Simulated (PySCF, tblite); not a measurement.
Compound: C7H13OP.
Atom-mapped SMILES: `[CH2:1]=[CH:2][P@:3](=[O:4])([CH2:5][CH3:6])[C:7](=[CH2:8])[CH3:9]` (hydrogens: H10, H11 on C1; H12 on C2; H13, H14 on C5; H15, H16, H17 on C6; H18, H19 on C8; H20, H21, H22 on C9)

Structure used (GFN2-xTB), in Å, numbered top down from 1:
```
atom  x, y, z in Å
C1     0.6807    3.0200   -0.6917
C2     0.5783    2.0210    0.1671
P3    -0.2191    0.4827   -0.3826
O4    -0.6792    0.5139   -1.7750
C5    -1.5865    0.2048    0.8283
C6    -2.2712   -1.1104    0.4929
C7     1.0222   -0.8240   -0.0417
C8     1.5060   -1.0217    1.1744
C9     1.4197   -1.5958   -1.2525
H10    0.2837    2.9062   -1.6887
H11    1.1447    3.9632   -0.4499
H12    0.9637    2.0732    1.1746
H13   -1.2124    0.2106    1.8514
H14   -2.2768    1.0438    0.7022
H15   -1.5913   -1.9450    0.6590
H16   -2.5648   -1.1105   -0.5553
H17   -3.1591   -1.2581    1.1048
H18    1.1886   -0.4351    2.0201
H19    2.2417   -1.7850    1.3742
H20    1.8253   -0.9142   -1.9999
H21    0.5390   -2.0597   -1.6959
H22    2.1566   -2.3604   -1.0169
```

Level of theory: PBE0/pcSseg-1 in PySCF (dipole) on a GFN2-xTB geometry, gas phase.

Take the most abundant isotopes and a rigid rotor. The values belong to one conformer with, in the numbering `[CH2:1]=[CH:2][P@:3](=[O:4])([CH2:5][CH3:6])[C:7](=[CH2:8])[CH3:9]`, C1–C2–P3–O4 0°, C2–P3–C5–C6 -177°, C2–P3–C7–C8 58°.

(1) Give the principal moments of inertia and the rotational constants in GHz.

(2) Classify the top.

(3) Is it planar, by Δ = Ic − Ia − Ib?

(4) Give the other two planar moments, Paa and Pbb, and the rms extents of the mass along the axes.

(5) List the rotational levels J(Ka,Kc) to J = 5 (MHz).

(6) Which types of transition are allowed, and where do some lines up to J = 4 fall?

(7) Estimate the classical rotational partition function at 25 K, 50 K and 100 K.

Answers

(1) Ia = 336.57, Ib = 403.04, Ic = 508.10 u·Å²; 505379 MHz·u·Å²/I gives 1502, 1254 and 994.6 MHz, that is A = 1.5016, B = 1.2539, C = 0.9946 GHz.

(2) An asymmetric top: κ = (2 × 1254 − 1502 − 994.6)/(1502 − 994.6) = 0.02.

(3) Not planar: Δ = Ic − Ia − Ib = -231.50 u·Å². For a rigid frame Δ = −2 Σ m c², so Σ m c² = 115.75 u·Å² lies off the ab plane: 23.46 from hydrogen and 92.29 from heavier atoms. The atom farthest from that plane is 2.28 Å away.

(4) Paa = Σ m a² = (Ib + Ic − Ia)/2 = 287.29 and Pbb = Σ m b² = (Ia + Ic − Ib)/2 = 220.82 u·Å². With the mass M = 144.07 u, the rms extents √(P/M) along a, b and c are 1.41, 1.24, 0.90 Å.

(5) Above 0(0,0):
J = 1: 1(0,1) 2249, 1(1,1) 2496, 1(1,0) 2755
J = 2: 2(0,2) 6622, 2(1,2) 6734, 2(1,1) 7512, 2(2,1) 8255, 2(2,0) 8378
J = 3: 3(0,3) 12990, 3(1,3) 13026, 3(1,2) 14539, 3(2,2) 15001, 3(2,1) 15502, 3(3,1) 16952, 3(3,0) 16994
J = 4: 4(0,4) 21324, 4(1,4) 21334, 4(1,3) 23679, 4(2,3) 23893, 4(2,2) 25043, 4(3,2) 26114, 4(3,1) 26362, 4(4,1) 28624, 4(4,0) 28636
J = 5: 5(0,5) 31638, 5(1,5) 31640, 5(1,4) 34791, 5(2,4) 34867, 5(2,3) 36864, 5(3,3) 37517, 5(3,2) 38252, 5(4,2) 40136, 5(4,1) 40230, 5(5,1) 43288, 5(5,0) 43291

(6) The dipole components are |μa| = 0.64 D, |μb| = 0.62 D, |μc| = 3.24 D. The squared components, which scale the intensities, stand as 0.04 : 0.04 : 1.00 (a : b : c). Some lines, for components of 0.1 D or more:

```json
{"type": "c", "branch": "Q", "J(Ka,Kc)": "2(2,1) ← 2(1,1)", "MHz": "743", "lower level (cm⁻¹)": "0.251"}
{"type": "a", "branch": "Q", "J(Ka,Kc)": "4(1,3) ← 4(1,4)", "MHz": "2345", "lower level (cm⁻¹)": "0.712"}
{"type": "b", "branch": "Q", "J(Ka,Kc)": "4(1,3) ← 4(0,4)", "MHz": "2354", "lower level (cm⁻¹)": "0.711"}
{"type": "b", "branch": "Q", "J(Ka,Kc)": "4(4,1) ← 4(3,2)", "MHz": "2510", "lower level (cm⁻¹)": "0.871"}
{"type": "b", "branch": "Q", "J(Ka,Kc)": "4(2,3) ← 4(1,4)", "MHz": "2559", "lower level (cm⁻¹)": "0.712"}
{"type": "a", "branch": "R", "J(Ka,Kc)": "2(1,1) ← 1(1,0)", "MHz": "4756", "lower level (cm⁻¹)": "0.092"}
{"type": "b", "branch": "R", "J(Ka,Kc)": "2(2,0) ← 1(1,1)", "MHz": "5882", "lower level (cm⁻¹)": "0.083"}
{"type": "a", "branch": "R", "J(Ka,Kc)": "3(2,1) ← 2(2,0)", "MHz": "7124", "lower level (cm⁻¹)": "0.279"}
{"type": "c", "branch": "R", "J(Ka,Kc)": "3(2,1) ← 2(1,1)", "MHz": "7990", "lower level (cm⁻¹)": "0.251"}
{"type": "b", "branch": "R", "J(Ka,Kc)": "4(0,4) ← 3(1,3)", "MHz": "8299", "lower level (cm⁻¹)": "0.434"}
{"type": "a", "branch": "R", "J(Ka,Kc)": "4(0,4) ← 3(0,3)", "MHz": "8334", "lower level (cm⁻¹)": "0.433"}
{"type": "b", "branch": "R", "J(Ka,Kc)": "3(3,0) ← 2(2,1)", "MHz": "8739", "lower level (cm⁻¹)": "0.275"}
{"type": "b", "branch": "R", "J(Ka,Kc)": "3(2,1) ← 2(1,2)", "MHz": "8768", "lower level (cm⁻¹)": "0.225"}
{"type": "a", "branch": "R", "J(Ka,Kc)": "4(3,2) ← 3(3,1)", "MHz": "9162", "lower level (cm⁻¹)": "0.565"}
{"type": "a", "branch": "R", "J(Ka,Kc)": "4(3,1) ← 3(3,0)", "MHz": "9368", "lower level (cm⁻¹)": "0.567"}
{"type": "c", "branch": "R", "J(Ka,Kc)": "4(2,2) ← 3(1,2)", "MHz": "10504", "lower level (cm⁻¹)": "0.485"}
{"type": "c", "branch": "R", "J(Ka,Kc)": "4(3,1) ← 3(2,1)", "MHz": "10860", "lower level (cm⁻¹)": "0.517"}
{"type": "b", "branch": "R", "J(Ka,Kc)": "4(4,1) ← 3(3,0)", "MHz": "11630", "lower level (cm⁻¹)": "0.567"}
```

(7) Point group C1, symmetry number σ = 1; q = (√π/σ)·√((kT/h)³/(ABC)), k/h = 20836.6 MHz/K: 15400 at 25 K, 43600 at 50 K, 123000 at 100 K.

Its GFN2-xTB frequencies are all real (lowest 29 cm⁻¹). These are rigid-rotor constants of the computed structure; measured ground-state constants (B0) also hold zero-point vibration. A rigid rotor knows nothing of internal rotation, which can split or shift real lines.
